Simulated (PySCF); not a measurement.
Exercise with solution: chemical shift, span and skew from a shielding tensor

CH6BClOSi, SMILES COB([SiH3])Cl. Atoms are numbered in the order given.

```xyz
11

B      0.1122    -0.1969     0.1085
Cl     0.6625    -0.7659     1.7006
O      0.3277    -1.0394    -0.9138
C     -0.0324    -0.7840    -2.2596
H     -0.5010     0.2064    -2.3870
H      0.8717    -0.8368    -2.8842
H     -0.7372    -1.5607    -2.5923
Si    -0.7753     1.6339    -0.0329
H     -0.8588     2.2982     1.3001
H     -2.1603     1.5148    -0.5955
H     -0.0121     2.5271    -0.9650
```

The structure is a stationary point at r2SCAN-D4/def2-SVP. The structure was generated by enumeration, and PubChem lists no compound with its InChIKey, so it may never have been made. Other conformers were not sampled.

GIAO shieldings from KT2/pcSseg-1 run with PySCF, non-relativistic, no solvent. The symmetric part of the tensor of C4 has the principal values 92.5, 95.0, 177.2 ppm. The same nucleus in TMS has σ = 185.1 ppm at this level (PySCF, at its B3LYP-D3(BJ)/def2-TZVP geometry). Without spin–orbit terms, shifts of atoms bonded to Cl or Br come out too high.

**Question.** Work out the isotropic shielding, the ¹³C shift against TMS, the span and the skew.

**Answer.** 
σ(iso) = (σ11 + σ22 + σ33)/3 = 121.6 ppm. δ = σ(ref) − σ(iso) = 185.1 − (121.6) = 63.5 ppm.
Span Ω = σ33 − σ11 = 84.7 ppm. Skew κ = 3(σ(iso) − σ22)/Ω = 0.94. Tumbling in solution averages the tensor to δ; in a static solid the shielding alone would spread this spin-1/2 line over Ω.
